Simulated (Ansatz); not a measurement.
Molecule: sum formula HSO, charge 0, multiplicity 2. It need not be the lowest isomer of its formula. SMILES: [O]S
Geometry: optimised at B3LYP-D3(BJ)/def2-TZVP (Ansatz, a program for electronic structure).

Property: vertical ionisation energy (to the singlet state of charge +1; each state is the SCF solution reached for its spin; for the singlet the Hartree-Fock reference is unstable and T1 is 0.020), in eV. Valence correlation only, unless marked. UHF or UKS for open shells. No spin-orbit coupling. No relativistic terms. CBS(X,Y): correlation extrapolated as X^-3; Hartree-Fock from the larger set.

```csv
level,program,vertical ionisation energy (eV)
B3LYP/def2-TZVPD,Ansatz,10.35
PBE0/def2-TZVPD,Ansatz,(withheld)
wB97M-V/def2-TZVPD,Ansatz,(withheld)
SCS-MP2/aug-cc-pV(T+d)Z,Ansatz,9.58
CCSD/def2-TZVPPD,Ansatz,10.01
CCSD/aug-cc-pV(Q+d)Z,Ansatz,10.11
"CCSD(T)/CBS(aug-cc-pV(T+d)Z,aug-cc-pV(Q+d)Z)",Ansatz,10.04
```

What belongs in the gaps?


- PBE0/def2-TZVPD, vertical ionisation energy (eV): 10.38
- wB97M-V/def2-TZVPD, vertical ionisation energy (eV): 10.15
